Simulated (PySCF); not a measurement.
Species: C₄H₉NSi.
Atom-mapped SMILES: `[CH2:1]=[N:2][SiH:3]1[CH2:4][CH2:5][CH2:6]1` (hydrogens: H7, H8 on C1; H9 on Si3; H10, H11 on C4; H12, H13 on C5; H14, H15 on C6)

Structure used (PBE0-D3(BJ)/def2-SVP), in Å, numbered top down from 1:
```
atom  x, y, z in Å
C1     3.0257   -0.1579   -0.1307
N2     1.8515   -0.2802    0.3142
Si3    0.3921    0.1452   -0.5694
C4    -1.0021   -1.1253   -0.5661
C5    -1.9527    0.0532   -0.2151
C6    -0.9449    1.0734    0.3845
H7     3.2799    0.2421   -1.1378
H8     3.8959   -0.4547    0.4862
H9     0.7322    0.7184   -1.9185
H10   -1.2603   -1.7227   -1.4513
H11   -0.8781   -1.8052    0.2924
H12   -2.7908   -0.2128    0.4502
H13   -2.3970    0.4636   -1.1366
H14   -1.1596    2.1377    0.2153
H15   -0.8073    0.9095    1.4656
```

Computed with core-valence-separated Tamm–Dancoff BHandHLYP/aug-pcX-1 (pcseg-1 on H, def2-SVPD on Si) in PySCF, non-relativistic, gas phase, PBE0-D3(BJ)/def2-SVP geometry.

Computed nitrogen K-edge spectrum, Gaussian lines of 0.5 eV full width, highest printed point 100; it ends one width below the last computed root. BHandHLYP without relativity tends to put these K edges a few eV too low, so spacings mean more than positions.

(photon energy (eV), absorption): (394.8, 1), (395.0, 11), (395.2, 51), (395.4, 100), (395.6, 82), (395.8, 27), (396.0, 4), (396.2, 0), (396.4, 0), (396.6, 0), (396.8, 0), (397.0, 0), (397.2, 0), (397.4, 0), (397.6, 0), (397.8, 0), (398.0, 0), (398.2, 0), (398.4, 0), (398.6, 0), (398.8, 0), (399.0, 0), (399.2, 0), (399.4, 0), (399.6, 0), (399.8, 0), (400.0, 2), (400.2, 10), (400.4, 22), (400.6, 28), (400.8, 29), (401.0, 25), (401.2, 13), (401.4, 5), (401.6, 5)

Q: Where are the maxima, and which lines make them up?

A: 2 maxima:
- 395.5 eV: N2 (C=N nitrogen), 395.45 eV, f = 0.055, 100 % of the height at the exact maximum
- 400.8 eV: N2 (C=N nitrogen), 400.96 eV, f = 0.012, 63 % of the height at the exact maximum; N2 (C=N nitrogen), 400.67 eV, f = 0.005, 24 % of the height at the exact maximum; N2 (C=N nitrogen), 400.45 eV, f = 0.009, 13 % of the height at the exact maximum

Roots within 0.03 eV on the same or equivalent atoms count as one line; shares under 12 % aren't listed.

Vibrational structure and lifetime widths aren't in the curve. The ionisation threshold wasn't computed; near and above it a finite basis only mimics Rydberg series and continuum.

One conformer stands for the species.
